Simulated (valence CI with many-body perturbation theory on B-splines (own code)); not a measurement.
# E1 line list for Ga

Computed by relativistic CI+MBPT: three valence electrons over a frozen Dirac-Fock core [Ar] 3d10, a basis of 11 s, 11 p, 9 d, 7 f, 5 g, 2 h, 1 i functions for each j, with the one-electron correlation potential Σ1 (screened to all orders), the two-electron term Σ2, the three-electron term Σ3, Breit, model QED; selected single and double excitations, second order for the rest (own B-spline code, finite nucleus).

Set against measurement, 7 paired levels are off by 131 cm⁻¹ on average, the worst by 203. These come from a selection out of the NIST Handbook of Basic Atomic Spectroscopic Data. Levels without a partner in it may be off by more.

Lines 51 to 59 of 59 in falling wavelength, among levels below 43404 cm⁻¹, chosen from the strongest by gf and those to the six lowest levels. Wavelengths and rates use the calculated energies, so an error of 100 cm⁻¹ moves a line at 267.3 nm by 0.27 % and its rate by three times that or more. Electric multipoles are in the length gauge, E1 and E2 with the static RPA response of the core. Weak lines are less certain than strong ones. Lines between different terms over intervals too small for the method are left out, as are lines whose strength nearly cancels.

| λ vac (nm) | Upper | Lower | A (s⁻¹) | S (a.u.) |
| --- | --- | --- | --- | --- |
| 272.6 | 4s4p² ⁴P_1/2 | 4s²4p ²P°_3/2 | 4.60e+03 | 9.19e-05 |
| 269.9 | 4s4p² ⁴P_3/2 | 4s²4p ²P°_3/2 | 3.26e+04 | 1.27e-03 |
| 267.3 | 4s²6s ²S_1/2 | 4s²4p ²P°_1/2 | 1.29e+07 | 2.43e-01 |
| 266.7 | 4s4p² ⁴P_1/2 | 4s²4p ²P°_1/2 | 2.04e+03 | 3.81e-05 |
| 265.9 | 4s4p² ⁴P_5/2 | 4s²4p ²P°_3/2 | 2.12e+05 | 1.18e-02 |
| 264.1 | 4s4p² ⁴P_3/2 | 4s²4p ²P°_1/2 | 2.49e+04 | 9.04e-04 |
| 251.3 | 4s²5d ²D_3/2 | 4s²4p ²P°_3/2 | 5.04e+06 | 1.58e-01 |
| 251.2 | 4s²5d ²D_5/2 | 4s²4p ²P°_3/2 | 2.93e+07 | 1.38e+00 |
| 246.2 | 4s²5d ²D_3/2 | 4s²4p ²P°_1/2 | 2.42e+07 | 7.14e-01 |
